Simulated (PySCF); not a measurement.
A geometry optimisation, step by step.

Species: GeH7NSi2.
SMILES with atom numbers: `[NH:1]1[SiH2:2][SiH2:3][GeH2:4]1` (hydrogens: H5 on N1; H6, H7 on Si2; H8, H9 on Si3; H10, H11 on Ge4)

Computed by this run: PySCF 2.14.0, PBE0-D3(BJ)/def2-SVP geometry optimisation, gas phase; density fitting, grid level 1; the optimiser is geomeTRIC in internal coordinates, started from a GFN2-xTB structure with every atom displaced at random (about 0.01 Å). The frame can shift and turn from step to step; on so coarse a grid that alone can change the energy by a few meV, and forces under 0.02 eV/Å are noise.

Step 0: E = -73849.0580 eV, largest atomic force 2.354 eV/Å
```
atom  x, y, z in Å  |  force x, y, z in eV/Å
N1      0.694   -1.066    0.063   -1.334   1.937  -0.095
Si2    -1.039   -1.078    0.265    1.265   0.263  -0.075
Si3    -0.990    1.232   -0.065    0.957   0.145   0.386
Ge4     1.367    0.697   -0.259   -0.774  -1.718   0.534
H5      1.230   -1.884    0.095    1.219  -1.523   0.050
H6     -1.456   -1.551    1.589   -0.412  -0.108   0.523
H7     -1.722   -1.876   -0.750   -0.576  -0.302  -0.460
H8     -1.179    2.204    1.022   -0.236   0.136   0.496
H9     -1.476    1.880   -1.258   -0.520   0.275  -0.946
H10     2.441    0.869    0.802    0.188   0.547   0.501
H11     2.169    0.546   -1.521    0.224   0.348  -0.915
```

Step 1: E = -73849.4212 eV, largest atomic force 0.510 eV/Å
```
atom  x, y, z in Å  |  force x, y, z in eV/Å
N1      0.701   -1.135    0.069    0.027  -0.468   0.046
Si2    -1.032   -1.053    0.265    0.080  -0.014  -0.029
Si3    -0.886    1.277   -0.069    0.056   0.200  -0.126
Ge4     1.390    0.562   -0.259    0.505  -0.070   0.003
H5      1.257   -1.993    0.104   -0.162   0.313  -0.004
H6     -1.539   -1.491    1.608   -0.002   0.027  -0.018
H7     -1.814   -1.825   -0.758   -0.013   0.037   0.015
H8     -1.143    2.189    1.086   -0.038  -0.036   0.046
H9     -1.450    1.900   -1.307   -0.056  -0.093   0.029
H10     2.397    0.967    0.871   -0.184  -0.010  -0.261
H11     2.160    0.573   -1.626   -0.213   0.114   0.299
```

Step 2: E = -73849.4407 eV, largest atomic force 0.167 eV/Å
```
atom  x, y, z in Å  |  force x, y, z in eV/Å
N1      0.705   -1.152    0.070   -0.015  -0.021  -0.014
Si2    -1.027   -1.048    0.264    0.010   0.020  -0.038
Si3    -0.873    1.279   -0.077    0.052   0.097  -0.019
Ge4     1.402    0.550   -0.256    0.054  -0.140   0.073
H5      1.254   -2.006    0.109    0.000   0.058   0.009
H6     -1.542   -1.472    1.607    0.002   0.001   0.005
H7     -1.821   -1.809   -0.755   -0.004  -0.001   0.000
H8     -1.148    2.171    1.090   -0.015  -0.016   0.006
H9     -1.455    1.888   -1.312   -0.034  -0.053   0.002
H10     2.396    0.971    0.853   -0.006   0.015  -0.015
H11     2.150    0.601   -1.608   -0.045   0.038  -0.008
```

Step 3: E = -73849.4435 eV, largest atomic force 0.070 eV/Å
```
atom  x, y, z in Å  |  force x, y, z in eV/Å
N1      0.705   -1.156    0.073   -0.014   0.031  -0.021
Si2    -1.026   -1.044    0.262   -0.035   0.018  -0.017
Si3    -0.866    1.282   -0.079    0.040   0.049   0.016
Ge4     1.408    0.541   -0.250   -0.013  -0.048   0.050
H5      1.254   -2.009    0.113    0.030  -0.017   0.013
H6     -1.544   -1.464    1.605    0.005  -0.008   0.003
H7     -1.823   -1.802   -0.758    0.004  -0.006  -0.001
H8     -1.150    2.168    1.090   -0.011  -0.006  -0.003
H9     -1.459    1.876   -1.314   -0.015  -0.026  -0.010
H10     2.403    0.968    0.851    0.014   0.006   0.018
H11     2.140    0.611   -1.607   -0.005   0.008  -0.048
```

Step 4: E = -73849.4444 eV, largest atomic force 0.033 eV/Å
```
atom  x, y, z in Å  |  force x, y, z in eV/Å
N1      0.704   -1.158    0.075    0.001   0.023  -0.019
Si2    -1.027   -1.040    0.260   -0.029   0.006   0.001
Si3    -0.860    1.286   -0.079    0.020   0.011   0.024
Ge4     1.411    0.536   -0.246   -0.011   0.004   0.009
H5      1.254   -2.010    0.118    0.015  -0.020   0.012
H6     -1.547   -1.462    1.602    0.002  -0.008   0.000
H7     -1.823   -1.797   -0.762    0.003  -0.002  -0.001
H8     -1.153    2.171    1.089   -0.007   0.000  -0.005
H9     -1.461    1.868   -1.316    0.002  -0.007  -0.010
H10     2.412    0.962    0.852    0.005  -0.003   0.010
H11     2.132    0.615   -1.610   -0.001  -0.005  -0.020
```

Step 5: E = -73849.4446 eV, largest atomic force under 0.02 eV/Å
```
atom  x, y, z in Å  |  force x, y, z in eV/Å
N1      0.703   -1.157    0.077    0.004   0.002  -0.011
Si2    -1.029   -1.038    0.259   -0.008   0.000   0.006
Si3    -0.857    1.289   -0.077    0.005  -0.002   0.015
Ge4     1.413    0.535   -0.243    0.000   0.013  -0.006
H5      1.253   -2.010    0.122    0.000  -0.005   0.008
H6     -1.550   -1.464    1.600    0.000  -0.004  -0.002
H7     -1.823   -1.795   -0.765   -0.001   0.002  -0.002
H8     -1.155    2.175    1.089   -0.005   0.002  -0.004
H9     -1.457    1.865   -1.317    0.006   0.000  -0.006
H10     2.418    0.958    0.852    0.000  -0.003   0.002
H11     2.127    0.614   -1.612   -0.002  -0.004  -0.001
```

**Question.** Summarise the path.

**Answer.** The energy falls by 37.30 kJ/mol from step 0 to step 5; nine tenths of that is first reached at step 1. It falls at every step. The largest force goes from 2.354 to under 0.02 eV/Å. Among the bonds N1–Ge4 changes most (a near tie, within 0.001 Å, with another), from 1.915 to 1.863 Å; the atoms move by 0.109 Å rms after alignment.

**Question.** Follow the three bonds and two angles with the largest change from start to end.

**Answer.** 
```json
{"step": "0", "E above end (kJ/mol)": "37.30", "largest force (eV/Å)": "2.354", "N1–Ge4 (Å)": "1.915", "Si3–H9 (Å)": "1.442", "Ge4–H11 (Å)": "1.503", "Si3–Ge4–H10 (°)": "127.3", "Si3–Ge4–H11 (°)": "127.4"}
{"step": "1", "E above end (kJ/mol)": "2.26", "largest force (eV/Å)": "0.510", "N1–Ge4 (Å)": "1.860", "Si3–H9 (Å)": "1.497", "Ge4–H11 (Å)": "1.569", "Si3–Ge4–H10 (°)": "118.4", "Si3–Ge4–H11 (°)": "122.3"}
{"step": "2", "E above end (kJ/mol)": "0.38", "largest force (eV/Å)": "0.167", "N1–Ge4 (Å)": "1.868", "Si3–H9 (Å)": "1.494", "Ge4–H11 (Å)": "1.546", "Si3–Ge4–H10 (°)": "118.3", "Si3–Ge4–H11 (°)": "121.0"}
{"step": "3", "E above end (kJ/mol)": "0.11", "largest force (eV/Å)": "0.070", "N1–Ge4 (Å)": "1.865", "Si3–H9 (Å)": "1.494", "Ge4–H11 (Å)": "1.543", "Si3–Ge4–H10 (°)": "118.3", "Si3–Ge4–H11 (°)": "119.9"}
{"step": "4", "E above end (kJ/mol)": "0.02", "largest force (eV/Å)": "0.033", "N1–Ge4 (Å)": "1.864", "Si3–H9 (Å)": "1.493", "Ge4–H11 (Å)": "1.545", "Si3–Ge4–H10 (°)": "118.6", "Si3–Ge4–H11 (°)": "119.2"}
{"step": "5", "E above end (kJ/mol)": "0.00", "largest force (eV/Å)": "under 0.02", "N1–Ge4 (Å)": "1.863", "Si3–H9 (Å)": "1.494", "Ge4–H11 (Å)": "1.546", "Si3–Ge4–H10 (°)": "118.7", "Si3–Ge4–H11 (°)": "118.9"}
```

What follows is the cost of the whole optimisation. Time: 38 s of wall time; peak memory 0.50 GiB. Hardware: one thread of an Arm Neoverse V1, no GPU, shared host with 32 logical CPUs at a one-minute load of 36.
